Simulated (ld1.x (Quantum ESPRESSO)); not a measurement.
rhodium (Rh): PAW pseudisation with BP86, scalar-relativistic reference atom.

Input for ld1.x (Quantum ESPRESSO) 7.5:

```
&input
   title='Rh', zed=45., rel=1, dft='BP', iswitch=3,
   config='[Kr] 4d8 4f-2 5s1 5p0',
   nld=4, rlderiv=3.25, eminld=-2.0, emaxld=5.0, deld=0.02
 /
 &inputp
   pseudotype=3, lpaw=.true., tm=.true., lloc=-1, rcloc=2.70,
   nlcc=.true., new_core_ps=.true., rcore=0.90,
   which_augfun='BESSEL', rmatch_augfun=1.25,
   file_pseudopw='Rh.UPF', file_wfcaegen='ae.wfc', file_wfcncgen='nc.wfc', file_beta='beta', file_chi='chi', file_wfcusgen='us.wfc'
 /
8
5S  1  0   1.00   0.00  1.95  2.70  0.0
5S  1  0   0.00   0.10  1.95  2.70  0.0
5P  2  1   0.00   0.00  2.65  3.00  0.0
5P  2  1   0.00   2.85  2.65  3.00  0.0
4D  3  2   8.00   0.00  1.65  1.85  0.0
4D  3  2   0.00  -0.05  1.65  1.85  0.0
4F  4  3  -2.00   0.10  2.10  2.50  0.0
4F  4  3  -2.00   0.85  2.10  2.50  0.0
 &test
   configts(1)='4d8 5s1 5p0'
 /
```

Command:

```bash
ld1.x < Rh.in > Rh.out
```

Resulting log (shortened: banner, matrices, multipoles, cross overlaps and the repeated all-electron block are left out):

```
Program LD1 v.7.5
     --------------------------- All-electron run ----------------------------

     Rh
     scalar relativistic calculation

     atomic number is 45.00
     dft =BP   lsd =0 sic =0 latt =0  beta=0.20 tr2=1.0E-14
     Exchange-correlation= BP
                           (   1   1   1   1   0   0   0)
     mesh =1233 r(mesh) =  98.82371 a.u. xmin = -7.00 dx = 0.01250
     1 Ry =  13.60569312 eV, c = 137.03599908

     n l     nl                  e(Ry)          e(Ha)          e(eV)
     1 0     1S 1( 2.00)     -1693.6906      -846.8453    -23043.8342
     2 0     2S 1( 2.00)      -245.5515      -122.7757     -3340.8982
     2 1     2P 1( 6.00)      -220.0656      -110.0328     -2994.1455
     3 0     3S 1( 2.00)       -43.8880       -21.9440      -597.1264
     3 1     3P 1( 6.00)       -35.5102       -17.7551      -483.1408
     4 0     4S 1( 2.00)        -6.0756        -3.0378       -82.6634
     4 1     4P 1( 6.00)        -3.7163        -1.8581       -50.5622
     3 2     3D 1(10.00)       -22.1137       -11.0569      -300.8729
     4 2     4D 1( 8.00)        -0.4468        -0.2234        -6.0797
     5 0     5S 1( 1.00)        -0.3300        -0.1650        -4.4904
     5 1     5P 1( 0.00)        -0.0676        -0.0338        -0.9194

     final scf error:  3.1E-15 reached in  30 iterations

     Etot =   -9570.171836 Ry,   -4785.085918 Ha, -130208.821131 eV

     Ekin =    9911.415024 Ry,    4955.707512 Ha,  134851.671229 eV
     Encl =  -23097.856576 Ry,  -11548.928288 Ha, -314262.348370 eV
     Eh   =    3895.212265 Ry,    1947.606133 Ha,   52997.062731 eV
     Exc  =    -278.942549 Ry,    -139.471275 Ha,   -3795.206721 eV

     normalization and overlap integrals

     s(1S/1S) =  1.000000  <r> =   0.0326  <r2> =    0.0014  r(max) =   0.0211
     s(2S/2S) =  1.000000  <r> =   0.1419  <r2> =    0.0237  r(max) =   0.1201
     s(2P/2P) =  1.000000  <r> =   0.1237  <r2> =    0.0187  r(max) =   0.0959
     s(3S/3S) =  1.000000  <r> =   0.3907  <r2> =    0.1747  r(max) =   0.3520
     s(3P/3P) =  1.000000  <r> =   0.3905  <r2> =    0.1772  r(max) =   0.3433
     s(4S/4S) =  1.000000  <r> =   0.9797  <r2> =    1.0884  r(max) =   0.8766
     s(4P/4P) =  1.000000  <r> =   1.0815  <r2> =    1.3426  r(max) =   0.9449
     s(3D/3D) =  1.000000  <r> =   0.3704  <r2> =    0.1640  r(max) =   0.2918
     s(4D/4D) =  1.000000  <r> =   1.5945  <r2> =    3.1852  r(max) =   1.1398
     s(5S/5S) =  1.000000  <r> =   3.2689  <r2> =   12.3752  r(max) =   2.6336
     s(5P/5P) =  1.000000  <r> =   5.1254  <r2> =   31.9369  r(max) =   3.7842

     ------------------------ End of All-electron run ------------------------

     --------------------- Generating PAW atomic setup --------------------

      Generating local potential from pseudized AE potential:
      Matching radius rcloc =   2.7000

      Local pseudo, rcloc= 2.700 Estimated cut-off energy=     3.39 Ry

      Computing core charge for nlcc:

       r > 0.91 : true rho core
      Core charge pseudized with two Bessel functions
      Integrated core pseudo-charge :  11.28
      Wfc-us  5S rcutus= 2.700  Estimated cut-off energy=     6.13 Ry
      Wfc-us  5S rcutus= 2.700  Estimated cut-off energy=     6.84 Ry
      Wfc-us  5P rcutus= 2.984  Estimated cut-off energy=     8.10 Ry
      Wfc-us  5P rcutus= 2.984  Estimated cut-off energy=    15.87 Ry
      Wfc-us  4D rcutus= 1.856  Estimated cut-off energy=    33.64 Ry
      Wfc-us  4D rcutus= 1.856  Estimated cut-off energy=    35.72 Ry
      Wfc-us  4F rcutus= 2.505  Estimated cut-off energy=    22.22 Ry
      Wfc-us  4F rcutus= 2.505  Estimated cut-off energy=    22.86 Ry

     Required augmentation: BESSEL   radius:    1.250000
     Suggested rho cutoff for augmentation:  97.43 Ry

     Estimated PAW energy = -310.691575 Ryd

     ------------------- End of pseudopotential generation -------------------

     Computing logarithmic derivative in   3.23687
     Computing logarithmic derivative in   3.23687
     Computing the partial wave expansion
     R is outside the sphere for l=    0 j= 0.00
     R is outside the sphere for l=    0 j= 0.00
     R is outside the sphere for l=    1 j= 0.00
     R is outside the sphere for l=    1 j= 0.00
     R is outside the sphere for l=    2 j= 0.00
     R is outside the sphere for l=    2 j= 0.00
     R is outside the sphere for l=    3 j= 0.00
     R is outside the sphere for l=    3 j= 0.00

     ---------------------- Testing the pseudopotential ----------------------

     Rh
     scalar relativistic calculation

     atomic number is 45.00   valence charge is  9.00
     dft = SLA  PZ   B88  P86   lsd =0 sic =0 latt =0  beta=0.20 tr2=1.0E-14
     mesh =1233 r(mesh) =  98.82371 xmin = -7.00 dx = 0.01250

     n l     nl             e AE (Ry)        e PS (Ry)    De AE-PS (Ry)
     3 2     4D   1( 8.00)       -0.44685       -0.44685        0.00000
     1 0     5S   1( 1.00)       -0.33004       -0.33004        0.00000
     2 1     5P   1( 0.00)       -0.06757       -0.06757        0.00000

     eps = 2.1E-16  iter =  4

     Etot =   -9570.171836 Ry,   -4785.085918 Ha, -130208.821131 eV
     Etotps =  -310.691577 Ry,    -155.345789 Ha,   -4227.174259 eV

     Ekin =     100.501199 Ry,      50.250599 Ha,    1367.388469 eV
     Encl =    -174.925334 Ry,     -87.462667 Ha,   -2379.980409 eV
     Ehrt =      42.675104 Ry,      21.337552 Ha,     580.624371 eV
     Ecxc =    -278.942547 Ry,    -139.471273 Ha,   -3795.206690 eV
     (Ecc =     -19.107942 Ry,      -9.553971 Ha,    -259.976799 eV)

     ---------------------- End of pseudopotential test ----------------------
```

Generation and configuration tests took about 3.1 s on one core of a shared server CPU.

Transferability test of the new file with ld1.x, input:

```
&input
   title='Rh', zed=45., rel=1, dft='BP', iswitch=2,
   config='[Kr] 4d8 4f-2 5s1 5p0'
 /
 &test
   file_pseudo='Rh.UPF', nconf=8,
   configts(1)='4d8 5s1 5p0',
   configts(2)='4d8 5s0 5p0',
   configts(3)='4d7 5s0 5p0',
   configts(4)='4d6 5s0 5p0',
   configts(5)='4d9 5s0 5p0',
   configts(6)='4d7 5s1 5p1',
   configts(7)='4d5 5s0 5p0',
   configts(8)='4d8 5s0 5p1'
 /
```

```bash
ld1.x < Rh.test.in > Rh.test.out
```

Pseudopotential blocks of its output, shortened (energy terms left out; the distinct warnings before each block abridged to one line each):

```
     ---------------------- Testing the pseudopotential ----------------------

     n l     nl             e AE (Ry)        e PS (Ry)    De AE-PS (Ry)
     3 2     4D   1( 8.00)       -0.44685       -0.44685        0.00000
     1 0     5S   1( 1.00)       -0.33004       -0.33004        0.00000
     2 1     5P   1( 0.00)       -0.06757       -0.06757        0.00000

     eps = 1.2E-16  iter =  4

     Etot =   -9570.171836 Ry,   -4785.085918 Ha, -130208.821132 eV
     Etotps =  -310.691577 Ry,    -155.345789 Ha,   -4227.174259 eV

     ---------------------- End of pseudopotential test ----------------------

          ---------------------- Testing the pseudopotential ----------------------

     n l     nl             e AE (Ry)        e PS (Ry)    De AE-PS (Ry)
     3 2     4D   1( 8.00)       -1.00739       -1.00679       -0.00061
     1 0     5S   1( 0.00)       -0.79907       -0.79931        0.00024
     2 1     5P   1( 0.00)       -0.45085       -0.45104        0.00019

     eps = 7.2E-15  iter =  7

     Etot =   -9569.611291 Ry,   -4784.805646 Ha, -130201.194535 eV
     Etotps =  -310.130849 Ry,    -155.065424 Ha,   -4219.545157 eV
     dEtot_ae =       0.560545 Ry
     dEtot_ps =       0.560729 Ry,   Delta E=      -0.000184 Ry

     ---------------------- End of pseudopotential test ----------------------

          ---------------------- Testing the pseudopotential ----------------------

     n l     nl             e AE (Ry)        e PS (Ry)    De AE-PS (Ry)
     3 2     4D   1( 7.00)       -1.89930       -1.91003        0.01073  !
     1 0     5S   1( 0.00)       -1.44610       -1.44771        0.00161
     2 1     5P   1( 0.00)       -1.00144       -1.00293        0.00148

     eps = 8.8E-16  iter =  7

     Etot =   -9568.169133 Ry,   -4784.084567 Ha, -130181.572974 eV
     Etotps =  -308.684718 Ry,    -154.342359 Ha,   -4199.869544 eV
     dEtot_ae =       2.002703 Ry
     dEtot_ps =       2.006860 Ry,   Delta E=      -0.004157 Ry

     ---------------------- End of pseudopotential test ----------------------

          ---------------------- Testing the pseudopotential ----------------------

     n l     nl             e AE (Ry)        e PS (Ry)    De AE-PS (Ry)
     3 2     4D   1( 6.00)       -2.90982       -2.94798        0.03817  !
     1 0     5S   1( 0.00)       -2.17391       -2.18520        0.01130  !
     2 1     5P   1( 0.00)       -1.64337       -1.65437        0.01100  !

     eps = 2.1E-16  iter =  8

     Etot =   -9565.773563 Ry,   -4782.886781 Ha, -130148.979580 eV
     Etotps =  -306.265990 Ry,    -153.132995 Ha,   -4166.961070 eV
     dEtot_ae =       4.398273 Ry
     dEtot_ps =       4.425588 Ry,   Delta E=      -0.027315 Ry

     ---------------------- End of pseudopotential test ----------------------

          ---------------------- Testing the pseudopotential ----------------------

     n l     nl             e AE (Ry)        e PS (Ry)    De AE-PS (Ry)
     3 2     4D   1( 9.00)       -0.27449       -0.27317       -0.00132
     1 0     5S   1( 0.00)       -0.25799       -0.25952        0.00153
     2 1     5P   1( 0.00)       -0.03059       -0.03146        0.00088

     eps = 2.1E-16  iter = 11

     Etot =   -9570.236296 Ry,   -4785.118148 Ha, -130209.698155 eV
     Etotps =  -310.754295 Ry,    -155.377147 Ha,   -4228.027570 eV
     dEtot_ae =      -0.064460 Ry
     dEtot_ps =      -0.062717 Ry,   Delta E=      -0.001743 Ry

     ---------------------- End of pseudopotential test ----------------------

          ---------------------- Testing the pseudopotential ----------------------

     n l     nl             e AE (Ry)        e PS (Ry)    De AE-PS (Ry)
     3 2     4D   1( 7.00)       -0.76279       -0.76886        0.00607  !
     1 0     5S   1( 1.00)       -0.48187       -0.48222        0.00035
     2 1     5P   1( 1.00)       -0.16529       -0.16518       -0.00011

     eps = 1.2E-15  iter = 10

     Etot =   -9569.686131 Ry,   -4784.843066 Ha, -130202.212786 eV
     Etotps =  -310.203187 Ry,    -155.101593 Ha,   -4220.529365 eV
     dEtot_ae =       0.485704 Ry
     dEtot_ps =       0.488391 Ry,   Delta E=      -0.002686 Ry

     ---------------------- End of pseudopotential test ----------------------

          Warning: n=3, l=2 expected 0 nodes, found 1
     ---------------------- Testing the pseudopotential ----------------------

     n l     nl             e AE (Ry)        e PS (Ry)    De AE-PS (Ry)
     3 2     4D   1( 5.00)       -4.01720       -4.10146        0.08427  !
     1 0     5S   1( 0.00)       -2.96945       -3.00878        0.03933  !
     2 1     5P   1( 0.00)       -2.36049       -2.39568        0.03519  !

     eps = 3.1E-17  iter =  8

     Etot =   -9562.317810 Ry,   -4781.158905 Ha, -130101.961670 eV
     Etotps =  -302.750242 Ry,    -151.375121 Ha,   -4119.126883 eV
     dEtot_ae =       7.854026 Ry
     dEtot_ps =       7.941336 Ry,   Delta E=      -0.087310 Ry

     ---------------------- End of pseudopotential test ----------------------

          ---------------------- Testing the pseudopotential ----------------------

     n l     nl             e AE (Ry)        e PS (Ry)    De AE-PS (Ry)
     3 2     4D   1( 8.00)       -0.57095       -0.57081       -0.00014
     1 0     5S   1( 0.00)       -0.41611       -0.41618        0.00006
     2 1     5P   1( 1.00)       -0.13729       -0.13730        0.00001

     eps = 5.8E-15  iter = 10

     Etot =   -9569.902325 Ry,   -4784.951162 Ha, -130205.154246 eV
     Etotps =  -310.422006 Ry,    -155.211003 Ha,   -4223.506552 eV
     dEtot_ae =       0.269511 Ry
     dEtot_ps =       0.269572 Ry,   Delta E=      -0.000060 Ry

     ---------------------- End of pseudopotential test ----------------------
```
